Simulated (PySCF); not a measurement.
Species: C6H6NS (doublet state).
Structure used (GFN2-xTB), in Å, numbered top down from 1:
```
atom  x, y, z in Å
N1     3.4866    0.1059   -0.2342
C2     2.3335    0.1566   -0.2146
C3     0.9537    0.2193   -0.2093
C4     0.1708    1.3886   -0.2391
C5    -1.1512    1.0755   -0.2840
C6    -1.3516   -0.4016   -0.3128
C7     0.0615   -0.9702   -0.1240
S8     0.2681   -1.8041    1.5272
H9     0.5884    2.3798   -0.2359
H10   -1.9681    1.7721   -0.3151
H11   -1.7727   -0.7123   -1.2740
H12   -2.0426   -0.7430    0.4607
H13    0.3183   -1.7674   -0.8223
H14    0.1045   -0.6995    2.2552
```

The hyperfine couplings belong to this conformer and change with its torsions.

Identity: `N#C[C]1C=CC[C@@H]1S` [radical].

Level of theory: UKS B3LYP, pcH-1 on C H N S, non-relativistic, mean-field spin-orbit, GIAO in PySCF 2.14.0. One conformer (not necessarily the lowest) at the GFN2-xTB geometry, without solvent, vibrations or thermal averaging. Couplings are sensitive to structure, and on GFN2-xTB geometries they can be far from those on DFT ones. Stability of the SCF solution: not tested. ⟨S²⟩ is 0.776 where a pure state has 0.75.

Principal values of hyperfine tensors in MHz (contact, dipolar and spin–orbit terms together), for some of the nuclei:

```json
{"atom": "H11", "isotope": "1H", "A1": "59.76", "A2": "61.21", "A3": "67.42"}
{"atom": "C3", "isotope": "13C", "A1": "4.75", "A2": "5.77", "A3": "147.89"}
{"atom": "H13", "isotope": "1H", "A1": "42.36", "A2": "43.56", "A3": "49.50"}
{"atom": "C2", "isotope": "13C", "A1": "-56.19", "A2": "-43.70", "A3": "-27.66"}
{"atom": "C5", "isotope": "13C", "A1": "2.02", "A2": "3.51", "A3": "121.54"}
{"atom": "H12", "isotope": "1H", "A1": "38.14", "A2": "39.72", "A3": "45.57"}
{"atom": "C4", "isotope": "13C", "A1": "-63.80", "A2": "-29.56", "A3": "-27.21"}
{"atom": "C7", "isotope": "13C", "A1": "-18.98", "A2": "-16.44", "A3": "-15.42"}
```

(1) Split each tensor into its isotropic and traceless parts, and turn a_iso into mT with g = 2.0026.

(2) What spin density at the nucleus of C2 lies behind its contact coupling (g_N = 1.40482)?

(3) H10 (1H, g_N = 5.58569) isn't in the table. Its spin density at the nucleus is -0.007497 bohr⁻³. What is its contact coupling?

(4) Which nucleus of the table has the largest anisotropic coupling, and what is its form?

(5) In a single crystal, with the field along each principal axis of the tensor of H13 in turn, what first-order splitting does this nucleus give (isotropic g, quadrupole terms neglected)?

## Answers

(1) a_iso is a third of the trace, T = A − a_iso, and a(mT) = a(MHz)/(g × 13.996). The tensors hold a spin–orbit part: the run splits a_iso into a_FC + a_SO, and T includes its anisotropic share.

```json
{"atom": "H11", "a_iso (MHz)": "62.80", "a_FC": "62.80", "a_SO": "0.00", "a_iso (mT)": "2.240", "T1": "-3.04", "T2": "-1.59", "T3": "4.62"}
{"atom": "C3", "a_iso (MHz)": "52.80", "a_FC": "52.86", "a_SO": "-0.06", "a_iso (mT)": "1.884", "T1": "-48.06", "T2": "-47.03", "T3": "95.09"}
{"atom": "H13", "a_iso (MHz)": "45.14", "a_FC": "45.15", "a_SO": "-0.01", "a_iso (mT)": "1.611", "T1": "-2.78", "T2": "-1.58", "T3": "4.36"}
{"atom": "C2", "a_iso (MHz)": "-42.52", "a_FC": "-42.53", "a_SO": "0.02", "a_iso (mT)": "-1.517", "T1": "-13.68", "T2": "-1.18", "T3": "14.86"}
{"atom": "C5", "a_iso (MHz)": "42.35", "a_FC": "42.41", "a_SO": "-0.05", "a_iso (mT)": "1.511", "T1": "-40.33", "T2": "-38.85", "T3": "79.18"}
{"atom": "H12", "a_iso (MHz)": "41.15", "a_FC": "41.15", "a_SO": "0.00", "a_iso (mT)": "1.468", "T1": "-3.00", "T2": "-1.42", "T3": "4.42"}
{"atom": "C4", "a_iso (MHz)": "-40.19", "a_FC": "-40.21", "a_SO": "0.02", "a_iso (mT)": "-1.434", "T1": "-23.61", "T2": "10.63", "T3": "12.98"}
{"atom": "C7", "a_iso (MHz)": "-16.95", "a_FC": "-16.94", "a_SO": "0.00", "a_iso (mT)": "-0.605", "T1": "-2.04", "T2": "0.51", "T3": "1.53"}
```

(2) a_FC = (2μ0/3) gₑ μB g_N μN ρ(0)/(2S·h) = 800.24 MHz × g_N × ρ(0)/(2S), with ρ in bohr⁻³. With a_FC = -42.53 MHz and 2S = 1, ρ(0) = -0.03783 bohr⁻³.

(3) By the same relation, a_FC = -33.5 MHz. Its full tensor has the principal values -53.02, -34.08, -13.42 MHz.

(4) C3: -48.1, -47.0, 95.1 MHz, axial, in the ratio −1:−1:+2, the form that spin in one p orbital centred on that nucleus gives.

(5) 2 lines (I = 1/2), spaced by |A_i|/(g × 13.996): 1.51, 1.55, 1.77 mT along the axes of A1, A2 and A3.
